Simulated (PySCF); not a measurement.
**Bonding in `C[Se]c1ccccc1`**

Species: C7H8Se.
Numbering: `[CH3:1][Se:2][c:3]1[cH:4][cH:5][cH:6][cH:7][cH:8]1` (hydrogens: H9, H10, H11 on C1; H12 on C4; H13 on C5; H14 on C6; H15 on C7; H16 on C8)

Cartesian coordinates in Å at the PBE0-D3(BJ)/def2-SVP level; atoms count from 1:
```
atom  x, y, z in Å
C1     3.0249    0.1708   -0.1336
Se2    1.8719   -1.2831   -0.6798
C3     0.1678   -0.5533   -0.2507
C4    -0.9511   -1.3531   -0.5233
C5    -2.2314   -0.8914   -0.2366
C6    -2.4180    0.3727    0.3249
C7    -1.3075    1.1677    0.5953
C8    -0.0193    0.7133    0.3116
H9     2.8155    1.0809   -0.7120
H10    4.0491   -0.1622   -0.3491
H11    2.9314    0.3678    0.9429
H12   -0.8185   -2.3453   -0.9635
H13   -3.0927   -1.5275   -0.4552
H14   -3.4239    0.7340    0.5493
H15   -1.4384    2.1599    1.0345
H16    0.8324    1.3576    0.5340
```

Bond orders from the PBE0/pcSseg-1 density (PySCF). The structure is a single PBE0-D3(BJ)/def2-SVP conformer in the gas phase; no vibrational or solvent corrections. The calculation is non-relativistic, for selenium too.

Q: How far do the computed orders between heavy atoms stray from the drawn ones?

A: The largest departure is 0.155, at C3–C4 (drawn aromatic, 1.345), counting aromatic bonds as 1.5. The bonds drawn aromatic range from 1.34 to 1.47.

Q: Set the Mayer orders of the bonds beside their lengths.

A: 
```tsv
bond	drawn as	length (Å)	Mayer order
C1–Se2	single	1.934	1.046
Se2–C3	single	1.903	1.048
C3–C4	aromatic	1.402	1.345
C4–C5	aromatic	1.391	1.466
C5–C6	aromatic	1.396	1.412
C6–C7	aromatic	1.392	1.435
C7–C8	aromatic	1.395	1.442
C8–C3	aromatic	1.398	1.368
C1–H9	single	1.098	0.936
C1–H10	single	1.098	0.950
C1–H11	single	1.098	0.936
C4–H12	single	1.094	0.965
C5–H13	single	1.093	0.962
C6–H14	single	1.092	0.967
C7–H15	single	1.093	0.960
C8–H16	single	1.091	0.955
```

Bonds between the same two heavy elements. C–Se: all 2 within 0.02 of one another (1.046 to 1.048). C–C: lowest C3–C4 (1.345, 1.402 Å), highest C4–C5 (1.466, 1.391 Å).

Q: Sum the orders of all bonds at each heavy atom with more than one neighbour and set the sums beside the valence in the SMILES.

A: C1 3.868 (drawn 4), Se2 2.094 (drawn 2), C3 3.761 (drawn 4), C4 3.776 (drawn 4), C5 3.840 (drawn 4), C6 3.814 (drawn 4), C7 3.837 (drawn 4), C8 3.765 (drawn 4). Orders between atoms that aren't bonded are not in these sums.

Mayer orders depend on the basis set.
